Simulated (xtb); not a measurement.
Harmonic IR lines of one isomer of C9H10SSi, unscaled. Computed with GFN2-xTB run with xtb 6.7.1.

```json
[
 {"wavenumber (cm⁻¹)": "564", "relative intensity": "7.1"},
 {"wavenumber (cm⁻¹)": "570", "relative intensity": "12"},
 {"wavenumber (cm⁻¹)": "774", "relative intensity": "25"},
 {"wavenumber (cm⁻¹)": "783", "relative intensity": "27"},
 {"wavenumber (cm⁻¹)": "789", "relative intensity": "24"},
 {"wavenumber (cm⁻¹)": "797", "relative intensity": "66"},
 {"wavenumber (cm⁻¹)": "822", "relative intensity": "3.5"},
 {"wavenumber (cm⁻¹)": "853", "relative intensity": "3.9"},
 {"wavenumber (cm⁻¹)": "1083", "relative intensity": "4.9"},
 {"wavenumber (cm⁻¹)": "1243", "relative intensity": "4.9"},
 {"wavenumber (cm⁻¹)": "1382", "relative intensity": "3.3"},
 {"wavenumber (cm⁻¹)": "1459", "relative intensity": "3.6"},
 {"wavenumber (cm⁻¹)": "2238", "relative intensity": "100"},
 {"wavenumber (cm⁻¹)": "2263", "relative intensity": "51"},
 {"wavenumber (cm⁻¹)": "2999", "relative intensity": "4.1"},
 {"wavenumber (cm⁻¹)": "3028", "relative intensity": "3.4"},
 {"wavenumber (cm⁻¹)": "3045", "relative intensity": "3.7"},
 {"wavenumber (cm⁻¹)": "3066", "relative intensity": "5.8"},
 {"wavenumber (cm⁻¹)": "3087", "relative intensity": "3.0"},
 {"wavenumber (cm⁻¹)": "3124", "relative intensity": "3.0"}
]
```

**Question.** Identify which structure gives these lines.
(A) `Cc1cc([SiH3])cc2sccc12`
(B) `Cc1cc2sccc2cc1[SiH3]`
(C) `Cc1cc([SiH3])c2ccsc2c1`
(D) `Cc1c([SiH3])ccc2ccsc12`

**Answer.** C, `Cc1cc([SiH3])c2ccsc2c1`
